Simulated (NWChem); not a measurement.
# CH3F3OSi; SMILES O[Si](F)(F)CF

```xyz
9

O     -1.6025    -0.1518    -0.3202
Si    -0.0226    -0.4349    -0.0078
F      0.1139    -1.5592     1.1201
F      0.7383    -1.0092    -1.2938
C      0.7684     1.1854     0.5531
F      0.0128     2.2104    -0.0587
H     -1.7864     0.7933    -0.4413
H      1.8142     1.2962     0.2459
H      0.7138     1.3236     1.6397
```
Atoms are numbered in this order, from 1.

Program: NWChem. Medium grid unless said otherwise, to which SCAN and Minnesota functionals are sensitive. Structure relaxed at the B3LYP/6-31G* (spherical d) level. Hybrids' shares of exact exchange are those that their runs print; pure functionals count as 0. The functionals differ in more than this share.

```csv
row,share of exact exchange,orbital gap (eV)
PBE/def2-TZVP,0.00,7.01
r2SCAN/def2-TZVP,0.00,7.81
TPSSh/def2-TZVP,0.10,withheld
B3LYP/def2-TZVP,0.20,9.16
M06-2X/def2-TZVP,0.54,12.01
```

Q: Fit a straight line of the last column on the one before it, predict the withheld value, and compare with the run.

A: 
1. Means of the 4 shown rows: x = 0.185, y = 8.998. Slope Σ(x − x̄)(y − ȳ)/Σ(x − x̄)² = 1.659/0.1947 = 8.522; intercept 7.421.
2. The shown rows scatter about the line by 0.284 (root mean square); the largest residual is -0.41, at PBE/def2-TZVP.
3. At x = 0.10 (TPSSh/def2-TZVP; inside the shown range) the line gives 8.27.
4. The run gives 8.45, +0.18 from the line, 0.6 times the scatter.
